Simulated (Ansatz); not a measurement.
Reaction (atomization): `[OH][Ge]([GeH3])([GeH3])[GeH3]` → 4 Ge• + 10 H• + O•

Program: Ansatz. Geometries: PBE0-D4/def2-TZVP. ΔE: electronic, gas phase. CCSD(T)/CBS is the MP2 limit (def2-TZVPP, def2-QZVPP) plus CCSD(T) − MP2 in def2-TZVPP, frozen cores. This one scheme is used for every species, atoms too. Functionals use def2-TZVPP. No spin–orbit coupling; open shells (•) take unrestricted orbitals. Spin–orbit coupling would lower the free atoms: a little for O; clearly for Ge. Bonds to Ge are less sure, by a few kJ/mol each and by 10 to 20 or more in all where they break to atoms, as the def2 sets lack core-valence functions. Scalar relativity is left out up to krypton. Each species was taken in one conformer, which may not be the lowest.

```
       level  ΔE (kJ/mol)
    BHLYP-D4       4050.2
CAM-B3LYP-D4       4139.0
    PBE-QIDH       4099.6
MP2/def2-SVP       3838.0
```

Problem. What does CCSD(T)/CBS give? (An estimate is asked.)

Solution. Computed: +4184.6 kJ/mol. The listed levels differ from it by -134.4, -45.6, -85.0, -346.6 kJ/mol.

Largest T1 diagnostic among the species: 0.012.

Leaving LDA and LC-ωPBE aside and taking each functional with its dispersion term where it has one, the values, not all of them listed here, spread over 183.8 kJ/mol, from revPBE-D4 to B97M-V. LDA lies +628.2 kJ/mol from PBE without D4, its usual overbinding. From PBE to PBE0 (25 % exact exchange), in def2-TZVPP and without D4, ΔE moves by −23.9 kJ/mol: exact exchange takes away binding that semilocal exchange gives to molecules.

For atomizations the MP2-based limit and the directly extrapolated one differ by several kJ/mol either way, and by 10 to 25 for some Ge, Se and Sn compounds, so smaller differences from it don't rank the levels.
